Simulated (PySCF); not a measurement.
Input of a run (PBE0-D3(BJ)/def2-SVP geometry optimisation, gas phase (PySCF 2.14.0)), started from GFN2-xTB:
```
{"job": {"xc": "PBE0", "basis": "def2-SVP", "d3": "d3bj", "grid": 1, "kind": "geom"}, "charge": 0, "multiplicity": 1}
C     -2.274691    -0.219309     0.258863
C     -0.851361     0.283496     0.086711
F     -0.636170     0.554360    -1.254795
C      0.195464    -0.732783     0.541191
O      1.454604    -0.174489     0.708717
Si     2.422755     0.551927    -0.379775
H     -2.398306    -1.169784    -0.254731
H     -2.971141     0.499414    -0.165957
H     -2.497818    -0.350452     1.313341
H     -0.691913     1.234238     0.609776
H      0.234658    -1.543165    -0.197673
H     -0.108375    -1.148588     1.507842
H      1.887544     1.837596    -0.828001
H      2.635313    -0.307317    -1.546004
H      3.595022     0.692844     0.470019
```

Output (energies in Eh, forces in Eh/bohr):
```
step   0  E = -583.56075165  max force = 0.016865
step   1  E = -583.56645510  max force = 0.004081
step   2  E = -583.56689209  max force = 0.001932
step   3  E = -583.56724630  max force = 0.003331
step   4  E = -583.56746760  max force = 0.003419
step   5  E = -583.56758425  max force = 0.001610
step   6  E = -583.56761106  max force = 0.000675
step   7  E = -583.56762558  max force = 0.000600
step   8  E = -583.56763144  max force = 0.000606
step   9  E = -583.56763318  max force = 0.000660
step  10  E = -583.56763253  max force = 0.000423
optimisation converged
```

**Question.** Summarise the run.

**Answer.** The energy falls by 4.3 kcal/mol over 11 energy and gradient evaluations, the largest force component goes from 0.0169 to 4.2e-04 Eh/bohr, and the atoms move by 0.276 Å rms after alignment. The bond that changes most is O5–Si6 (silyl ether oxygen to oxygen-bound silicon), which lengthens by 0.045 Å. Bonds longer at the end by more than 0.005 Å: 11 of 14; shorter: 2. Among the angles that change most is O5–Si6–H15, from 97.6° to 105.5°. Among the dihedrals that turn most is C4–O5–Si6–H13, from 69° to 89°. The energy never rose by more than 1e-6 Eh on the way. The first step brought 83 % of the lowering.

**Question.** What are the final bond lengths?

**Answer.** C1–C2 1.508 Å, C2–F3 1.390 Å, C2–C4 1.513 Å, C4–O5 1.394 Å, O5–Si6 1.673 Å, C1–H7 1.101 Å, C1–H8 1.099 Å, C1–H9 1.100 Å, C2–H10 1.104 Å, C4–H11 1.109 Å, C4–H12 1.103 Å, Si6–H13 1.491 Å, Si6–H14 1.495 Å, Si6–H15 1.491 Å. Numbering counts from 1 in the input's order; the species is `C[C@H](F)CO[SiH3]`.

The run used 133 basis functions and 67 SCF cycles in all. On one thread of an Arm Neoverse V1, no GPU (shared host), this took 73 s wall.

No frequency check. The numbers are those of one conformer.
